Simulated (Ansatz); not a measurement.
Geometry optimisation, RKS PBE-D4/def2-SVP in Ansatz.

The input (input.yaml):

```yaml
crystal:
  periodic: [false, false, false]
  atoms:
    - { symbol: Sn, position_ang: [0.0, 0.0, 0.0] }
    - { symbol: O, position_ang: [0.0, 0.0, 1.96] }
    - { symbol: H, position_ang: [-0.9095, -0.2814, 2.2971] }
    - { symbol: C, position_ang: [2.0274, 0.0, -0.716] }
    - { symbol: H, position_ang: [2.3751, -1.0463, -0.8441] }
    - { symbol: H, position_ang: [2.076, 0.5276, -1.6913] }
    - { symbol: H, position_ang: [2.6794, 0.5187, 0.0175] }
    - { symbol: O, position_ang: [-0.9232, 1.5994, -0.6527] }
    - { symbol: H, position_ang: [-1.881, 1.3686, -0.8751] }
    - { symbol: O, position_ang: [-0.9232, -1.5994, -0.6527] }
    - { symbol: H, position_ang: [-1.3778, -2.065, 0.1197] }
basis:
  gaussian: { orbitals: def2-SVP }
hamiltonian:
  xc: pbe
  dispersion: d4
relax:
  f_tol: 0.02
  max_steps: 40
```

Launched with:

```bash
$ ansatz run input.yaml --threads 2 --pin off --max-ram 3072MiB --backend cpu --events-out ev --progress --plain --runs-dir out
```

Task: Where does it end, and by what steps?

Result: The run converged. The force dipped under the threshold on the way, but the program's further checks kept it going. After 18 steps the energy has fallen by 0.255 eV; H3 moved furthest, 0.86 Å.

```json
{"step": "0", "energy less start (eV)": "0.0000", "largest force component (eV/Å)": "1.987", "accepted": "yes"}
{"step": "1", "energy less start (eV)": "-0.1520", "largest force component (eV/Å)": "1.731", "accepted": "yes"}
{"step": "2", "energy less start (eV)": "-0.1612", "largest force component (eV/Å)": "1.938", "accepted": "yes"}
{"step": "3", "energy less start (eV)": "-0.2279", "largest force component (eV/Å)": "0.172", "accepted": "yes"}
{"step": "4", "energy less start (eV)": "-0.2166", "largest force component (eV/Å)": "1.094", "accepted": "no"}
{"step": "5", "energy less start (eV)": "-0.2434", "largest force component (eV/Å)": "0.084", "accepted": "yes"}
{"step": "6", "energy less start (eV)": "-0.2473", "largest force component (eV/Å)": "0.013", "accepted": "yes"}
{"step": "7", "energy less start (eV)": "-0.2199", "largest force component (eV/Å)": "1.110", "accepted": "no"}
{"step": "8", "energy less start (eV)": "-0.2482", "largest force component (eV/Å)": "0.159", "accepted": "yes"}
{"step": "9", "energy less start (eV)": "-0.2496", "largest force component (eV/Å)": "0.098", "accepted": "yes"}
{"step": "10", "energy less start (eV)": "-0.2510", "largest force component (eV/Å)": "0.125", "accepted": "yes"}
{"step": "11", "energy less start (eV)": "-0.2518", "largest force component (eV/Å)": "0.106", "accepted": "yes"}
{"step": "12", "energy less start (eV)": "-0.2529", "largest force component (eV/Å)": "0.084", "accepted": "yes"}
{"step": "13", "energy less start (eV)": "-0.2540", "largest force component (eV/Å)": "0.041", "accepted": "yes"}
{"step": "14", "energy less start (eV)": "-0.2545", "largest force component (eV/Å)": "0.035", "accepted": "yes"}
{"step": "15", "energy less start (eV)": "-0.2547", "largest force component (eV/Å)": "0.058", "accepted": "yes"}
{"step": "16", "energy less start (eV)": "-0.2549", "largest force component (eV/Å)": "0.026", "accepted": "yes"}
{"step": "17", "energy less start (eV)": "-0.2551", "largest force component (eV/Å)": "0.008", "accepted": "yes"}
{"step": "18", "energy less start (eV)": "-0.2551", "largest force component (eV/Å)": "0.018", "accepted": "yes"}
```

```xyz
11
Properties=species:S:1:pos:R:3
Sn 0.025 -0.102 -0.004
O -0.088 -0.114 2.004
H -0.739 0.565 2.269
C 2.048 0.003 -0.705
H 2.179 -0.744 -1.510
H 2.233 1.023 -1.090
H 2.724 -0.219 0.142
O -1.082 1.456 -0.628
H -1.905 1.099 -1.019
O -0.918 -1.762 -0.637
H -1.334 -2.183 0.142
```

Whether the end is a true minimum wasn't checked by a vibrational analysis.

Run time: 48 s on 2 threads of Arm Neoverse V1, with other jobs on the host, peak memory 0.15 GiB.
